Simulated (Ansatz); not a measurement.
`CC[N](C)[InH2]` → `[CH3]`• + `[CH2][N](C)[InH2]`•  (homolysis of the C–C bond)

Isolated molecules relaxed with PBE0-D4/def2-TZVP in Ansatz; ΔE leaves out vibrations. CBS: MP2 limit from def2 TZ/QZ plus the TZ coupled-cluster correction, frozen cores. This one scheme is used for every species. Functionals use def2-TZVPP. No spin–orbit coupling; open shells (•) take unrestricted orbitals. def2 core potentials past Kr. For In outer-core shells are correlated without core-valence functions, which leaves a few kJ/mol of doubt a bond. Each species was taken in one conformer, which may not be the lowest.

```tsv
species	CAM-B3LYP energy (Eh)
`CC[N](C)[InH2]`	-365.14105
`[CH3]`•	-39.82836
`[CH2][N](C)[InH2]`•	-325.19692
```

(1) Work out ΔE.

Largest T1 diagnostic among the species: 0.018.

Answers

(1) ΔE = (-39.82836) + (-325.19692) − (-365.14105) = 0.11577 Eh = +72.6 kcal/mol. CCSD(T)/CBS gives +79.0 kcal/mol.

From PBE to PBE0 (25 % exact exchange), in def2-TZVPP and without D4, ΔE moves by +1.1 kcal/mol. The D4 term adds +3.6 kcal/mol with B3LYP and +1.9 kcal/mol with PBE0; it sums over pairs of atoms, weighted by their polarisabilities, and B3LYP, whose exchange is more repulsive, gets the larger term. In def2-TZVPP, CCSD(T) changes the Hartree–Fock value by +31.6 kcal/mol (the triples alone add +2.5 kcal/mol) and MP2 by +38.0 kcal/mol; breaking electron pairs costs correlation energy, which Hartree–Fock lacks.

B3LYP here is the variant with VWN-RPA as its local correlation; programs differ in this.
